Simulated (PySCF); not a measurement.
SMILES CB(C)N[Si](C)(O)O (C3H12BNO2Si), singlet (GFN2-xTB optimised geometry):

```
20

Si    -0.705    -0.073     0.000
C      1.192    -0.073     0.000
O     -1.201    -0.781    -1.375
O     -1.357     1.426     0.000
N     -1.325    -0.999     1.349
B     -1.475    -0.681     2.703
C     -1.063     0.761     3.237
C     -2.075    -1.749     3.714
H      1.593     0.143     0.985
H      1.583     0.668    -0.690
H      1.579    -1.039    -0.306
H     -1.972    -0.433    -1.816
H     -1.318     1.937     0.803
H     -1.593    -1.937     1.089
H     -0.830     0.754     4.300
H     -0.204     1.176     2.715
H     -1.891     1.458     3.108
H     -1.298    -2.107     4.388
H     -2.501    -2.622     3.223
H     -2.847    -1.315     4.346
```

Calculation: CAM-B3LYP/def2-SVP in PySCF.

Problem. What are the frontier orbital energies and the dipole moment?

Solution. HOMO-2 -10.10 eV, HOMO-1 -9.57 eV, HOMO -9.26 eV, LUMO 2.03 eV, LUMO+1 2.19 eV; dipole moment 0.64 D.

On the same geometry PBE/def2-SVP (PySCF) gives HOMO-2 -7.10 eV, HOMO-1 -6.65 eV, HOMO -6.50 eV, LUMO -0.05 eV, LUMO+1 0.38 eV; dipole moment 0.52 D.

Meta-Löwdin charges at CAM-B3LYP/def2-SVP: Si1 1.35, C2 -0.57, O3 -0.72, O4 -0.72, N5 -0.54, B6 0.22, C7 -0.42, C8 -0.41, H9 0.11, H10 0.11, H11 0.12, H12 0.33, H13 0.33, H14 0.22, H15 0.10, H16 0.09, H17 0.10, H18 0.11, H19 0.09, H20 0.10.
